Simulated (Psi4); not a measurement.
A run for Psi4: SAPT0/jun-cc-pV(D+d)Z on C3H12BN (a complex), monomers drawn apart or pushed together.

```
memory 2025 MB

molecule dimer {
0 1
B    -0.38676388    0.02678940    1.27119403
H     0.48750480    0.64583617    0.70917925
H    -0.41460718   -1.14254468    0.96245519
H    -1.46898360    0.56276349    1.20109849
--
0 1
C     1.65788315   -0.56883634    4.33777947
N     0.33494140    0.07030097    4.14887166
C     0.39352164    1.47210427    4.62410833
C    -0.68486595   -0.67054079    4.92700385
H     1.93792586   -0.56133580    5.39375730
H     2.39442763   -0.02415922    3.75316384
H     1.60581637   -1.59131935    3.97340554
H     0.65906689    1.50501356    5.68334233
H    -0.57824622    1.93319962    4.46914780
H     1.13474311    2.00804160    4.03732437
H    -0.43336898   -0.66283700    5.99014229
H    -1.65205093   -0.20074380    4.76953967
H    -0.72682790   -1.69307899    4.56148980
units angstrom
symmetry c1
no_reorient
no_com
}

set {
  basis jun-cc-pV(D+d)Z
  scf_type df
  freeze_core true
}

energy('sapt0')
```

Program output:

```
[...]
==> Input File <==

--------------------------------------------------------------------------
memory 2025 MB

molecule dimer {
0 1
B    -0.38676388    0.02678940    1.27119403
H     0.48750480    0.64583617    0.70917925
H    -0.41460718   -1.14254468    0.96245519
H    -1.46898360    0.56276349    1.20109849
--
0 1
C     1.65788315   -0.56883634    4.33777947
N     0.33494140    0.07030097    4.14887166
C     0.39352164    1.47210427    4.62410833
C    -0.68486595   -0.67054079    4.92700385
H     1.93792586   -0.56133580    5.39375730
H     2.39442763   -0.02415922    3.75316384
H     1.60581637   -1.59131935    3.97340554
H     0.65906689    1.50501356    5.68334233
H    -0.57824622    1.93319962    4.46914780
H     1.13474311    2.00804160    4.03732437
H    -0.43336898   -0.66283700    5.99014229
H    -1.65205093   -0.20074380    4.76953967
H    -0.72682790   -1.69307899    4.56148980
units angstrom
symmetry c1
no_reorient
no_com
}

set {
  basis jun-cc-pV(D+d)Z
  scf_type df
  freeze_core true
}

energy('sapt0')
--------------------------------------------------------------------------


   => Loading Basis Set <=

    Name: JUN-CC-PV(D+D)Z
    Role: ORBITAL
    Keyword: BASIS
    atoms 1         entry B          line   154 file jun-cc-pv_dpd_z.gbs
    atoms 2-4, 9-17 entry H          line    60 file jun-cc-pv_dpd_z.gbs
    atoms 5, 7-8    entry C          line   188 file jun-cc-pv_dpd_z.gbs
    atoms 6         entry N          line   222 file jun-cc-pv_dpd_z.gbs

   => Loading Basis Set <=

    Name: JUN-CC-PV(D+D)Z
    Role: ORBITAL
    Keyword: BASIS
    atoms 1         entry B          line   154 file jun-cc-pv_dpd_z.gbs
    atoms 2-4, 9-17 entry H          line    60 file jun-cc-pv_dpd_z.gbs
    atoms 5, 7-8    entry C          line   188 file jun-cc-pv_dpd_z.gbs
    atoms 6         entry N          line   222 file jun-cc-pv_dpd_z.gbs


  //>>>>>>>>>>>>>>>>>>>>>>>>>>>>>>>>>>>//
  //              Dimer HF             //
  //<<<<<<<<<<<<<<<<<<<<<<<<<<<<<<<<<<<//

   => Libint2 <=

    Primary   basis highest AM E, G, H:  7, 6, 3
    Auxiliary basis highest AM E, G, H:  7, 7, 4
    Onebody   basis highest AM E, G, H:  -, -, -
    Solid Harmonics ordering:            Gaussian


   => Loading Basis Set <=

    Name: JUN-CC-PV(D+D)Z
    Role: ORBITAL
    Keyword: BASIS
    atoms 1         entry B          line   154 file jun-cc-pv_dpd_z.gbs
    atoms 2-4, 9-17 entry H          line    60 file jun-cc-pv_dpd_z.gbs
    atoms 5, 7-8    entry C          line   188 file jun-cc-pv_dpd_z.gbs
    atoms 6         entry N          line   222 file jun-cc-pv_dpd_z.gbs


         ---------------------------------------------------------
                                   SCF
               by Justin Turney, Rob Parrish, Andy Simmonett
                          and Daniel G. A. Smith
                              RHF Reference
                        1 Threads,   1931 MiB Core
         ---------------------------------------------------------

  ==> Geometry <==

    Molecular point group: c1
    Full point group: C1

    Geometry (in Angstrom), charge = 0, multiplicity = 1:

       Center              X                  Y                   Z               Mass
    ------------   -----------------  -----------------  -----------------  -----------------
         B           -0.386763880000     0.026789400000     1.271194030000    11.009305360000
         H            0.487504800000     0.645836170000     0.709179250000     1.007825032230
         H           -0.414607180000    -1.142544680000     0.962455190000     1.007825032230
         H           -1.468983600000     0.562763490000     1.201098490000     1.007825032230
         C            1.657883150000    -0.568836340000     4.337779470000    12.000000000000
         N            0.334941400000     0.070300970000     4.148871660000    14.003074004430
         C            0.393521640000     1.472104270000     4.624108330000    12.000000000000
         C           -0.684865950000    -0.670540790000     4.927003850000    12.000000000000
         H            1.937925860000    -0.561335800000     5.393757300000     1.007825032230
         H            2.394427630000    -0.024159220000     3.753163840000     1.007825032230
         H            1.605816370000    -1.591319350000     3.973405540000     1.007825032230
         H            0.659066890000     1.505013560000     5.683342330000     1.007825032230
         H           -0.578246220000     1.933199620000     4.469147800000     1.007825032230
         H            1.134743110000     2.008041600000     4.037324370000     1.007825032230
         H           -0.433368980000    -0.662837000000     5.990142290000     1.007825032230
         H           -1.652050930000    -0.200743800000     4.769539670000     1.007825032230
         H           -0.726827900000    -1.693078990000     4.561489800000     1.007825032230

  Running in c1 symmetry.

  Rotational constants: A =      0.15414  B =      0.01291  C =
[...]
   150A     12.359745

    Final Occupation by Irrep:
              A
    DOCC [    17 ]
    NA   [    17 ]
    NB   [    17 ]

  @DF-RHF Final Energy:  -173.28302553706220

   => Energetics <=

    Nuclear Repulsion Energy =            137.8882904328736458
    One-Electron Energy =                -506.2565316832684630
    Two-Electron Energy =                 195.0852157133326159
    Total Energy =                       -173.2830255370622012

Computation Completed


Properties will be evaluated at   0.000000,   0.000000,   0.000000 [a0]

Properties computed using the SCF density matrix


 Multipole Moments:

 ------------------------------------------------------------------------------------
     Multipole            Electronic (a.u.)      Nuclear  (a.u.)        Total (a.u.)
 ------------------------------------------------------------------------------------

 L = 1.  Multiply by 2.5417464519 to convert [e a0] to [Debye]
 Dipole X            :        -28.0364162           28.1291567            0.0927404
 Dipole Y            :         -4.9100666            4.9156506            0.0055839
 Dipole Z            :       -292.5506239          292.9203324            0.3697086
 Magnitude           :                                                    0.3812039

 ------------------------------------------------------------------------------------

  Constructing Basis Sets for SAPT...

   => Loading Basis Set <=

    Name: (JUN-CC-PV(D+D)Z AUX)
    Role: RIFIT
    Keyword: DF_BASIS_SAPT
    atoms 1         entry B          line    56 file jun-cc-pvdz-ri.gbs
    atoms 2-4, 9-17 entry H          line    30 file jun-cc-pvdz-ri.gbs
    atoms 5, 7-8    entry C          line   100 file jun-cc-pvdz-ri.gbs
    atoms 6         entry N          line   144 file jun-cc-pvdz-ri.gbs

   => Loading Basis Set <=

    Name: (JUN-CC-PV(D+D)Z AUX)
    Role: JKFIT
    Keyword: DF_BASIS_ELST
    atoms 1         entry B          line    90 file jun-cc-pvdz-jkfit.gbs
    atoms 2-4, 9-17 entry H          line    70 file jun-cc-pvdz-jkfit.gbs
    atoms 5, 7-8    entry C          line   146 file jun-cc-pvdz-jkfit.gbs
    atoms 6         entry N          line   202 file jun-cc-pvdz-jkfit.gbs


  //>>>>>>>>>>>>>>>>>>>>>>>>>>>>>>>>>>>//
  //               SAPT0               //
  //<<<<<<<<<<<<<<<<<<<<<<<<<<<<<<<<<<<//



        SAPT0
    Ed Hohenstein
     6 June 2009

      Orbital Information
  --------------------------
    NSO        =       150
    NMO        =       150
    NRI        =       493
    NRI (Elst) =       671
    NOCC A     =         4
    NOCC B     =        17
    FOCC A     =         1
    FOCC B     =         4
    NVIR A     =       146
    NVIR B     =       133

    Elst10,r            =    -0.011831821500 [Eh]
    Exch10              =     0.003320935364 [Eh]
    Exch10 (S^2)        =     0.003312793826 [Eh]

    Maxiter = 50
    CPHF R converge = 1.000000E-08

    Iter     Energy [mEh]          dE [mEh]         Residual      Time [s]
       1      -0.48498568       0.484985681     2.857875e-03             1
       2      -0.51689227       0.031906585     5.832123e-04             1
       3      -0.52716329       0.010271022     9.766504e-05             1
       4      -0.52555504      -0.001608248     1.139916e-05             1
       5      -0.52562333       0.000068294     1.539193e-06             1
       6      -0.52561899      -0.000004341     1.860226e-07             1
       7      -0.52561919       0.000000199     1.989959e-08             1
       8      -0.52561920       0.000000013     1.608604e-09             1

    CHF Iterations converged

    Maxiter = 50
    CPHF R converge = 1.000000E-08

    Iter     Energy [mEh]          dE [mEh]         Residual      Time [s]
       1      -2.47945429       2.479454293     9.411197e-03             0
       2      -3.27541296       0.795958662     4.593260e-03             0
       3      -3.38750863       0.112095672     1.191239e-03             0
       4      -3.37529551      -0.012213114     4.006792e-04             0
       5      -3.36781293      -0.007482585     6.822195e-05             0
       6      -3.36883569       0.001022761     1.992482e-05             0
       7      -3.36895387       0.000118175     4.586297e-06             0
       8      -3.36890396      -0.000049903     7.923373e-07             0
       9      -3.36890389      -0.000000069     1.774469e-07             0
      10      -3.36890506       0.000001165     3.312404e-08             0
      11      -3.36890476      -0.000000295     6.376790e-09             0

    CHF Iterations converged

    Ind20,r (A<-B)      =    -0.000525619204 [Eh]
    Ind20,r (B<-A)      =    -0.003368904763 [Eh]
    Ind20,r             =    -0.003894523968 [Eh]
    Exch-Ind20,r (A<-B) =     0.000080348425 [Eh]
    Exch-Ind20,r (B<-A) =     0.001706678368 [Eh]
    Exch-Ind20,r        =     0.001787026793 [Eh]
    Disp20              =    -0.003263052984 [Eh]
    Disp20 (SS)         =    -0.001631526492 [Eh]
    Disp20 (OS)         =    -0.001631526492 [Eh]
    Exch-Disp20         =     0.000292199135 [Eh]
    Exch-Disp20 (SS)    =     0.000173143819 [Eh]
    Exch-Disp20 (OS)    =     0.000119055316 [Eh]

    SAPT Results
  --------------------------------------------------------------------------------------------------------
    Electrostatics                -11.83182150 [mEh]      -7.42458008 [kcal/mol]     -31.06444307 [kJ/mol]
      Elst10,r                    -11.83182150 [mEh]      -7.42458008 [kcal/mol]     -31.06444307 [kJ/mol]

    Exchange                        3.32093536 [mEh]       2.08391840 [kcal/mol]       8.71911460 [kJ/mol]
      Exch10                        3.32093536 [mEh]       2.08391840 [kcal/mol]       8.71911460 [kJ/mol]
      Exch10(S^2)                   3.31279383 [mEh]       2.07880951 [kcal/mol]       8.69773899 [kJ/mol]

    Induction                      -3.99637650 [mEh]      -2.50776412 [kcal/mol]     -10.49248507 [kJ/mol]
      Ind20,r                      -3.89452397 [mEh]      -2.44385069 [kcal/mol]     -10.22507127 [kJ/mol]
      Exch-Ind20,r                  1.78702679 [mEh]       1.12137624 [kcal/mol]       4.69183820 [kJ/mol]
      delta HF,r (2)               -1.88887933 [mEh]      -1.18528967 [kcal/mol]      -4.95925200 [kJ/mol]

    Dispersion                     -2.97085385 [mEh]      -1.86423894 [kcal/mol]      -7.79997571 [kJ/mol]
      Disp20                       -3.26305298 [mEh]      -2.04759666 [kcal/mol]      -8.56714443 [kJ/mol]
      Exch-Disp20                   0.29219913 [mEh]       0.18335773 [kcal/mol]       0.76716872 [kJ/mol]
      Disp20 (SS)                  -1.63152649 [mEh]      -1.02379833 [kcal/mol]      -4.28357221 [kJ/mol]
      Disp20 (OS)                  -1.63152649 [mEh]      -1.02379833 [kcal/mol]      -4.28357221 [kJ/mol]
      Exch-Disp20 (SS)              0.17314382 [mEh]       0.10864939 [kcal/mol]       0.45458903 [kJ/mol]
      Exch-Disp20 (OS)              0.11905532 [mEh]       0.07470834 [kcal/mol]       0.31257969 [kJ/mol]

  Total HF                        -12.50726264 [mEh]      -7.84842580 [kcal/mol]     -32.83781354 [kJ/mol]
  Total SAPT0                     -15.47811649 [mEh]      -9.71266473 [kcal/mol]     -40.63778925 [kJ/mol]

  Special recipe for scaled SAPT0 (see Manual):
    Electrostatics sSAPT0         -11.83182150 [mEh]      -7.42458008 [kcal/mol]     -31.06444307 [kJ/mol]
    Exchange sSAPT0                 3.32093536 [mEh]       2.08391840 [kcal/mol]       8.71911460 [kJ/mol]
    Induction sSAPT0               -3.98316868 [mEh]      -2.49947608 [kcal/mol]     -10.45780793 [kJ/mol]
    Dispersion sSAPT0              -2.96869422 [mEh]      -1.86288375 [kcal/mol]      -7.79430560 [kJ/mol]
  Total sSAPT0                    -15.46274904 [mEh]      -9.70302151 [kcal/mol]     -40.59744200 [kJ/mol]
  --------------------------------------------------------------------------------------------------------



*** Psi4 exiting successfully. Buy a developer a beer!
```

The run finished.

Cost: very roughly 12 core-seconds.
